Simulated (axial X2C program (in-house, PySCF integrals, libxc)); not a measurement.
## Worked dissociation energy of RbH: PBE, without spin–orbit coupling

Calculated with an in-house relativistic program for diatomic molecules. Spin-free means the one-electron spin-free X2C Hamiltonian. Basis: Rb dyall-cv3z [12s13p8d4f1g], H dyall-v3z [6s2p1d] (cores contracted in-house); Gaussian nuclei, density fitting, unrestricted open shells. Masses: Rb 84.912 u, H 1.008 u.

Molecular state: M_S = 0, Λ = 0 (closed shell).

- E(Rb) (2M_S = 1, M_L = 0): -2980.655530 hartree
- E(H) (2M_S = 1, M_L = 0): -0.499989 hartree
- E(RbH) at Re: -2981.219459 hartree
- ωe: 912.2 cm⁻¹
- ωexe: 14.3 cm⁻¹

Question: Work out De and D0.

Answer: De = -2980.655530 + (-0.499989) − (-2981.219459) = 0.06394 hartree = 1.740 eV. The zero-point energy is ωe/2 − ωexe/4 = 453 cm⁻¹ = 0.056 eV, so D0 = 1.684 eV.

The state is a single determinant with fixed occupations, the lowest that a limited PBE0 search found. Closed shells are restricted here (equal orbitals for both partners); the stretched side of such a curve lies too high. De is counted from the lowest determinant-based energies of the atoms at the same level, without counterpoise correction.

Each atomic determinant is the lowest at this level and need not be a pure term. Totals compare only within one Hamiltonian and basis.
